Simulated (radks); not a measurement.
Effect of the nuclear size on the gold ion Au+, [Xe] 4f14 5d10. All-electron calculation, Dirac Kohn-Sham, exchange-only LDA, spin-unpolarised, spherical densities, finite nucleus; Fermi nuclear charge, rms radius 5.4371 fm. Program: a radial shooting solver on a logarithmic mesh with Libxc functionals. The rms radius is varied about that value; shifts are against it.

rms radius (fm)  total energy shift (eV)  density at nucleus (e/bohr^3)  1s1/2 shift (meV)  2s1/2 shift (meV)  5s1/2 shift (meV)  5p1/2 shift (meV)  5d5/2 shift (meV)  6s1/2 (empty) shift (meV)  6p1/2 (empty) shift (meV)
4.5291                             -29.9                      2.296e+06             -12000              -1770              -20.6             -0.577              0.076                      -2.13                     -0.110
5.0891                             -11.9                      2.191e+06              -4760               -702              -8.15             -0.229              0.030                     -0.844                     -0.044
5.4371                                 0                      2.134e+06              0.000              0.000              0.000              0.000              0.000                      0.000                      0.000
5.6981                              9.20                      2.095e+06               3690                545               6.33              0.178             -0.023                      0.655                      0.034
6.7474                              48.7                      1.957e+06              19600               2890               33.5              0.949             -0.124                       3.47                      0.180

Slopes of the eigenvalues against <r^2> in GHz/fm^2, as finite differences over the two radii next to the reference (eigenvalue slopes, not the field-shift constants of lines): 1s1/2 311000, 2s1/2 45900, 5s1/2 533, 5p1/2 15.0, 5d5/2 -1.97, 6s1/2 (empty) 55.2, 6p1/2 (empty) 2.86.
